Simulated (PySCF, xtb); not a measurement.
C₄H₇FSi, SMILES F[C@]1([SiH3])C=CC1.

Harmonic wavenumbers (cm⁻¹) from xtb 6.7.1 with GFN2-xTB at its own minimum, in rising order: 103, 144, 208, 241, 379, 424, 525, 545, 564, 746, 760, 766, 775, 815, 877, 911, 991, 1022, 1026, 1044, 1113, 1183, 1196, 1252, 1448, 1643, 2278, 2296, 2301, 2977, 3008, 3113, 3138.

Task: What does PySCF with PBE0-D3(BJ)/def2-SVP give at its own minimum? (Estimate from the structure and the level; the computed values follow.)

Result: 138, 162, 207, 253, 392, 422, 548, 622, 633, 725, 875, 899, 914, 937, 940, 957, 979, 1035, 1063, 1078, 1170, 1199, 1233, 1332, 1444, 1659, 2234, 2244, 2247, 3063, 3139, 3211, 3243. Paired by order, the mean absolute difference is 54 cm⁻¹ and the zero-point energies are 56.9 and 58.9 kcal/mol.
